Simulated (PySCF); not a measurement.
A structure optimised at PBE-D3(BJ)/def2-SVP, used in a PySCF frequency run:

```xyz
8

O      2.2505     0.0000     0.6556
C      1.1211     0.0000     0.2674
O      0.0000     0.0000     1.1510
C     -1.1211     0.0000     0.2674
O     -2.2505     0.0000     0.6556
Si     0.0000     0.0000    -1.3275
H      0.0000    -1.2449    -2.1608
H      0.0000     1.2449    -2.1608
```

Task: Write its SMILES, formula and point group.

Result: O=C1OC(=O)[SiH2]1, C2H2O3Si, C2v

Task: What are its rotational constants (standard atomic weights)?

Result: 5.1295, 2.5866, 1.7569 GHz
